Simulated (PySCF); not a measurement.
A structure optimised at B3LYP-D3(BJ)/def2-SVP, used in a PySCF frequency run:

```xyz
5

O     -1.0617     1.3186     0.0000
Si    -0.0060     0.0248     0.0000
F     -0.9249    -1.2777     0.0000
F      0.9390     0.0335    -1.2839
F      0.9390     0.0335     1.2839
```
Charge 0, spin multiplicity 2.

Task: Write its SMILES, formula and point group.

Result: [O][Si](F)(F)F, F3OSi, Cs

Task: What are its rotational constants (standard atomic weights)?

Result: 4.1652, 3.9902, 3.8702 GHz
